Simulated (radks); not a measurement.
Valence configurations of Tl II. Calculated with a radial shooting solver on a logarithmic mesh with Libxc functionals: Dirac Kohn-Sham, BLYP, spin-unpolarised, spherical densities, finite nucleus; open shells fill j = l - 1/2 first; Fermi nuclear charge, rms radius 5.4759 fm. Order these by energy: [Xe] 4f12 5d10 6s2 6p2; [Hg]; [Xe] 4f13.5 5d10 6s2 6p0.5; [Xe] 4f13.5 5d7.5 6s2 6p3; [Xe] 4f12.5 5d10 6s2 6p1.5; [Xe] 4f14 5d10 6s1 6p1; [Xe] 4f13.5 5d8 6s2 6p2.5; [Xe] 4f13 5d10 6s2 6p1; [Xe] 4f14 5d9 6s2 6p1; [Xe] 4f14 5d9.5 6s2 6p0.5.

Answer. From the lowest, in eV above it: [Hg] 0.000; [Xe] 4f14 5d9.5 6s2 6p0.5 6.500; [Xe] 4f14 5d10 6s1 6p1 7.054; [Xe] 4f14 5d9 6s2 6p1 13.634; [Xe] 4f13.5 5d10 6s2 6p0.5 56.761; [Xe] 4f13.5 5d8 6s2 6p2.5 91.723; [Xe] 4f13.5 5d7.5 6s2 6p3 103.06; [Xe] 4f13 5d10 6s2 6p1 117.68; [Xe] 4f12.5 5d10 6s2 6p1.5 182.86; [Xe] 4f12 5d10 6s2 6p2 252.38. NIST lists [Hg] as the ground configuration; this level of theory agrees among the configurations tried. The energies are those of spherical spin-averaged densities, not of single terms.
